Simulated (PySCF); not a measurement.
## Correlation energy of S⁺ (sulfur, charge +1)

[Ne] 3s1 3p4, high-spin 4P determinant (an excited configuration). All numbers are calculated (PySCF 2.14, the spin-free X2C one-electron Hamiltonian (Gaussian nucleus), in x2c-QZVPPall with one added diffuse shell each of s, p, d, f type (10s7p5d3f1g, 86 functions)). Frozen: 1s2; 13 electrons correlated.

MP2 pair energies summed by pair of shells (mhartree):

```json
{"pair": "2p-2p", "energy": "-106.70", "share (%)": "38.3"}
{"pair": "3p-3p", "energy": "-84.48", "share (%)": "30.3"}
{"pair": "2s-2p", "energy": "-31.91", "share (%)": "11.4"}
{"pair": "2p-3p", "energy": "-25.40", "share (%)": "9.1"}
{"pair": "3s-3p", "energy": "-12.52", "share (%)": "4.5"}
{"pair": "2s-2s", "energy": "-6.36", "share (%)": "2.3"}
{"pair": "2p-3s", "energy": "-5.87", "share (%)": "2.1"}
{"pair": "2s-3p", "energy": "-4.45", "share (%)": "1.6"}
{"pair": "2s-3s", "energy": "-1.05", "share (%)": "0.4"}
```

Total MP2 correlation energy: -278.73 mhartree.

Same-spin part -81.44 and opposite-spin part -197.29 mhartree; SCS-MP2 scales them by 1/3 and 6/5 to -263.90 mhartree.

This basis was not built for core-valence correlation, so the inner-shell part is incomplete.
